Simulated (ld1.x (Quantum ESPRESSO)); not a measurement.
# What one change does to a pseudopotential (S (Z = 16), TM)

```
Element                 : S (Z = 16)
Generator               : ld1.x (Quantum ESPRESSO) 7.5
Type                    : norm-conserving Troullier–Martins (Kleinman–Bylander form)
Functional              : PBE
Relativity              : scalar-relativistic
Frozen core             : [Ne]
Valence charge          : 6
Reference configuration : 3s2 3p4
Partial waves           : 3s (bound): rc 1.10 bohr; 3p (bound): rc 1.15 bohr; 3d channel at 0.35 Ry: rc 0.95 bohr
Local potential         : the d channel
Core correction         : none
```

Change: core correction a·sin(br)/r model core inside 0.80 bohr.

Cutoffs: the cutoffs (Ry, on a coarse ladder) from which the occupation-weighted sum of valence levels, in a spherical-Bessel basis at the reference potential, stays within 10 and 1 mRy of its value at 400 Ry; they do not see the model core or the augmentation charge, which bear on the density cutoff. Errors are all-electron minus pseudo energies relative to the spin-unpolarised reference configuration.

Question: What does the change do?

Answer: The potential gets neither clearly harder nor softer (90 Ry and 180 Ry → 90 Ry and 180 Ry); both files keep a bound ghost (s); of the 7 tests that both files solve, the error grows in 4 and shrinks in 2 by more than 15 % and 0.3 meV (median size 15.1 → 11.0 meV). A model core, the more so a compact one, raises the density cutoff, which this test does not measure.

| quantity | base | changed |
| --- | --- | --- |
| cutoff, loose | 90 Ry | 90 Ry |
| cutoff, tight | 180 Ry | 180 Ry |
| bound ghosts | s | s |
| error for 3s2 3p3, meV [ΔE 11.77 eV] | +2.5 | +3.6 |
| error for 3s2 3p2, meV [ΔE 34.05 eV] | +12 | +17 |
| error for 3s2 3p1, meV [ΔE 68.09 eV] | +23 | +28 |
| error for 3s0 3p6, meV [ΔE 20.74 eV] | +19 | +6.7 |
| error for 3s2 3p3.5, meV [ΔE 4.66 eV] | +0.5 | +0.7 |
| error for 3s1 3p4, meV [ΔE 22.65 eV] | +15 | +11 |
| error for 3s2 3p0, meV [ΔE 114.89 eV] | +23 | -31 |
| s: phases at 1.25 bohr within 0.05 rad from the reference energy up to (Ry; the scan ends near 5) | to the end of the scan | to the end of the scan |
| p: phases at 1.25 bohr within 0.05 rad from the reference energy up to (Ry; the scan ends near 5) | 0.9 | 0.9 |
| d: phases at 1.25 bohr within 0.05 rad from the reference energy up to (Ry; the scan ends near 5) | to the end of the scan | to the end of the scan |

 A true bound ghost makes a file unfit for plane-wave use even where its test errors are small: the radial tests pick states by their node count and pass the ghost by.
